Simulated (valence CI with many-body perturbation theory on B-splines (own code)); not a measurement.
**Basis-set convergence for Te13+**

Computed by valence CI with perturbative core correlation (CI+MBPT): three valence electrons over a frozen Dirac-Fock core [Kr], a basis of 7 s, 7 p, 8 d, 6 f, 4 g, 1 h functions for each j, with the one-electron correlation potential Σ1, the two-electron term Σ2, the three-electron term Σ3, Breit, model QED; selected CI, second order for the rest, scaled by the run's own slope (own B-spline code, finite nucleus).

No measured levels were compared; by estimate terms of the open shell hold to 2 to 4 % of their energy, and close levels can change places. Only levels of the ground parity were solved; by the run's estimate the other parity begins above the list, which can be wrong where configurations are misplaced.

The reference run has the lowest level 4d3 4F_3/2 and an ionisation energy of 300.141 eV. Its largest variational space holds 5716 state functions.

Names give the largest LS component (configuration and term), which can be under half, so a name can repeat, a term be missing and a line seem to break the LS rules; names also repeat where a configuration has a term twice. Letters in brackets count levels of one name in rising energy.

Changed runs:
A. basis 6 s, 6 p, 5 d, 5 f, 1 g
B. basis 5 s, 5 p, 4 d, 4 f

Excitation energies of the reference run in cm⁻¹, and shifts in cm⁻¹:

```
                 Level  Reference       A       B
            4d3 4F_5/2       8232     -31     -80
            4d3 4F_7/2      15698     -23     -37
            4d3 4F_9/2      21482     +22    +129
            4d3 4P_3/2      25310    +104    +567
            4d3 4P_1/2      28256     +49    +435
            4d3 2G_7/2      36196    +176    +687
            4d3 2H_9/2      37326    +124    +667
            4d3 4P_5/2      39058     +15    +296
        4d3 2D_3/2 [a]      44858    +164    +631
            4d3 2P_1/2      47849    +195    +968
           4d3 2H_11/2      50750    +159    +926
        4d3 2D_5/2 [a]      55555    +246    +844
Ionisation energy (eV)    300.141  -0.026  -0.055
```
